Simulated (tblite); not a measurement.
Q: Give a GFN2-xTB geometry of InChI=1S/H13NOSi6/c3-1-8-5-2-4-6-7-8/h1,8H,4-7H2,3H3/t8-/m0/s1.

A: 
Z-matrix in Å and degrees, rows numbered from 1:
```
Si
N   1  1.7294
Si  2  1.7476  1  130.43
Si  3  2.3034  2  109.11  1    46.45
O   4  1.6302  3  102.38  2   158.01
Si  5  1.6288  4  157.93  3   -54.60
Si  6  2.3130  5  107.02  4    38.68
Si  7  2.3375  6  114.18  5    -8.27
H   1  1.4621  2  106.02  3   -34.48
H   1  1.4684  2  111.85  3    85.73
H   1  1.4639  2  106.43  3  -154.56
H   2  1.0074  1  113.27  3  -160.89
H   3  1.4921  2  107.21  1   -74.03
H   4  1.4677  3  120.13  2   -88.75
H   4  1.4703  3  116.74  2    43.45
H   6  1.4661  5  102.58  4   162.48
H   6  1.4676  5  105.50  4   -84.92
H   7  1.4754  6  109.30  5   115.23
H   7  1.4747  6  109.65  5  -134.10
H   8  1.4783  3  111.02  2   -33.61
H   8  1.4775  3  113.82  2    79.47
```

Si7 (SiH2 silicon) is distorted tetrahedral (angles from 101.7° to 114.2°). Si4 (oxygen-bound silicon) is distorted tetrahedral (angles from 102.4° to 120.1°). Si8 (SiH2 silicon) is distorted tetrahedral (angles from 100.9° to 113.8°). Si1 (SiH3 silicon) is tetrahedral (angles from 106.0° to 112.6°).

The geometry is computed with GFN2-xTB (gas phase).

Point group: C1 (no symmetry element, even within 0.4 Å). Its GFN2-xTB frequencies are all real (lowest 18 cm⁻¹). The numbers are those of one conformer (Si1–N2–Si3–Si4 46°, N2–Si3–Si4–O5 158°, Si3–Si4–O5–Si6 -55°, Si4–O5–Si6–Si7 39°, O5–Si6–Si7–Si8 -8°).
